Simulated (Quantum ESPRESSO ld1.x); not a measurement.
Q: Valence configurations of V (all share [Ar]). All-electron calculation, scalar-relativistic Kohn-Sham, BLYP, spin-unpolarised, spherical densities, point nucleus. Program: ld1.x of Quantum ESPRESSO 7.5. Order these by energy: 3d5; 3d4 4s1; 3d2 4s2 4p1; 3d2.5 4s2 4p0.5; 3d3 4s2; 3d1 4s2 4p2; 3d3.5 4s1 4p0.5; 3d3.5 4s1.5; 3d3 4p2; 3d3 4s1 4p1.

A: From the lowest, in eV above it: 3d3 4s2 0.000; 3d3.5 4s1.5 0.060; 3d4 4s1 0.603; 3d3.5 4s1 4p0.5 1.600; 3d2.5 4s2 4p0.5 2.354; 3d5 2.602; 3d3 4s1 4p1 3.369; 3d2 4s2 4p1 5.807; 3d3 4p2 6.956; 3d1 4s2 4p2 16.488. NIST lists [Ar] 3d3 4s2 as the ground configuration; this level of theory agrees among the configurations tried. The energies are those of spherical spin-averaged densities, not of single terms.
